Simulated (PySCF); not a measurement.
Species: C8H10.
SMILES with atom numbers: `[CH2:1]=[CH:2]/[CH:3]=[CH:4]/[CH:5]=[CH:6]/[CH:7]=[CH2:8]` (hydrogens: H9, H10 on C1; H11 on C2; H12 on C3; H13 on C4; H14 on C5; H15 on C6; H16 on C7; H17, H18 on C8)

A GFN2-xTB structure was refined with PBE0-D3(BJ)/def2-SVP geometry optimisation, gas phase (PySCF). Its GFN2-xTB values:

```json
{"coordinate": "C1=C2", "GFN2-xTB": "1.333 Å"}
{"coordinate": "C1–H9", "GFN2-xTB": "1.078 Å"}
{"coordinate": "C1–H10", "GFN2-xTB": "1.076 Å"}
{"coordinate": "C2–C3", "GFN2-xTB": "1.436 Å"}
{"coordinate": "C2–H11", "GFN2-xTB": "1.083 Å"}
{"coordinate": "C3=C4", "GFN2-xTB": "1.348 Å"}
{"coordinate": "C3–H12", "GFN2-xTB": "1.083 Å"}
{"coordinate": "C4–C5", "GFN2-xTB": "1.428 Å"}
{"coordinate": "C4–H13", "GFN2-xTB": "1.083 Å"}
{"coordinate": "C1–C2–C3", "GFN2-xTB": "123.8°"}
{"coordinate": "C2–C3–C4", "GFN2-xTB": "123.8°"}
{"coordinate": "C3–C4–C5", "GFN2-xTB": "123.9°"}
```

Question: How do these coordinates change at the PBE0-D3(BJ)/def2-SVP level?

Answer: 
| coordinate | PBE0-D3(BJ)/def2-SVP (Å or °) | change |
| --- | --- | --- |
| C1–H9 | 1.095 | +0.017 |
| C1–H10 | 1.092 | +0.016 |
| C3–H12 | 1.097 | +0.014 |
| C4–H13 | 1.097 | +0.014 |
| C2–H11 | 1.097 | +0.014 |
| C1=C2 | 1.343 | +0.010 |
| C4–C5 | 1.438 | +0.010 |
| C2–C3 | 1.445 | +0.009 |
| C3=C4 | 1.355 | +0.007 |
| C1–C2–C3 | 124.4 | +0.6 |
| C2–C3–C4 | 124.2 | +0.4 |
| C3–C4–C5 | 124.3 | +0.4 |

The energy falls by 1.4 kcal/mol over 5 energy and gradient evaluations, the largest force component goes from 0.0108 to 1.8e-04 Eh/bohr, and the atoms move by 0.030 Å rms after alignment. Among the bonds, C1–H9, C1–H10, C8–H17 and C8–H18 change most and about equally (+0.016 to +0.017 Å). Bonds longer at the end by more than 0.005 Å: 17 of 17; shorter: 0. Rotational constants go from 19759, 579.4, 562.9 to 19519, 569.9, 553.7 MHz.

The run used 162 basis functions and 36 SCF cycles in all.

PBE0-D3(BJ)/def2-SVP frequencies: not computed here. The numbers are those of one conformer.

The values belong to the conformer `[CH2:1]=[CH:2]/[CH:3]=[CH:4]/[CH:5]=[CH:6]/[CH:7]=[CH2:8]`: C1–C2–C3–C4 180°, C3–C4–C5–C6 180°, C5–C6–C7–C8 180°.
